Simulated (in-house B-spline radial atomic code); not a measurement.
A fraction x of an electron is removed from 3p in neutral vanadium, starting from [Ar] 3d3 4s2 and keeping the highest spin. Level of theory: non-relativistic PBEsol, spin-polarised, spherical fractional occupations, point nucleus; calculated with a radial B-spline atomic code at the basis-set limit.

| x | E(x) - E(0) (eV) | 3p down level (eV) |
| --- | --- | --- |
| 0 | 0.0000 | -41.986 |
| 0.07 | 2.9673 | -42.798 |
| 0.23 | 9.9685 | -44.734 |
| 0.3 | 13.1305 | -45.612 |
| 0.47 | 21.0705 | -47.816 |
| 0.5 | ? | ? |
| 0.62 | 28.3936 | -49.836 |
| 0.66 | ? | ? |
| 0.82 | 38.6380 | -52.626 |
| 0.94 | 45.0561 | -54.348 |
| 1 | 48.3431 | -55.221 |

What belongs in the row x = 0.5?

An energy change of 22.5110 eV; 3p down at -48.214 eV.

What belongs in the row x = 0.66?

An energy change of 30.3980 eV; 3p down at -50.385 eV.

Check Janak's theorem between x = 0.07 and 0.23.

The slope of the energy is 43.76 eV; the orbital levels give 43.77 eV (-ε of the emptying orbital, averaged over the two points).
